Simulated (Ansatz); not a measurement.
Total energies of C2H5AlBrN, SMILES `C[CH]1[NH][Al]1[Br]`.

```xyz
10

C    -0.067    1.384    0.074
C    -0.133    0.009   -0.536
N     0.922   -0.981   -0.078
Al   -0.607   -1.622    0.354
Br   -1.649   -3.311    1.378
H    -0.945    1.975   -0.203
H    -0.014    1.348    1.165
H     0.817    1.930   -0.281
H    -0.222    0.068   -1.625
H     1.897   -0.798   -0.249
```

Charge 0, multiplicity 1. Correlated methods include outer-core shells of Br, which these sets cover unevenly. Scalar relativity is left out up to krypton. The geometry is a stationary point of PBE0-D4/def2-TZVP. Basis def2-TZVPP, Ansatz.

RPA on PBE orbitals: Hartree–Fock energy of these orbitals -2947.45840 Eh, correlation -1.42661 Eh (frozen core).

```
             functional  energy without D4 (Eh)  D4 term (kJ/mol)
            LDA (SPW92)             -2944.85848                 –
                    PBE             -2949.95436             -20.5
                 revPBE             -2950.33543             -60.0
                   BLYP             -2950.62008             -44.5
                 r2SCAN             -2950.53211              -5.1
                 B97M-V             -2950.12344                 –
                   PBE0             -2950.07920             -17.5
                  B3LYP             -2950.70398             -33.2
                r2SCANh             -2950.52295              -5.5
                r2SCAN0             -2950.51047              -6.0
HSE06 (plane-wave form)             -2950.07031             -16.4
                  BHLYP             -2950.55874             -26.9
              CAM-B3LYP             -2950.70973             -17.9
                LC-ωPBE             -2950.12395                 –
                ωB97X-V             -2950.33377                 –
                ωB97M-V             -2950.43168                 –
                 B2PLYP             -2950.03554                 –
               PBE-QIDH             -2949.66291                 –
```

B3LYP takes the VWN-RPA correlation (the form of Gaussian; ORCA's B3LYP/G). HSE06 is the plane-wave form, built on full-range PBE exchange. The double hybrids freeze the cores in their second-order part.

LC-ωPBE has ω = 0.4 bohr⁻¹.
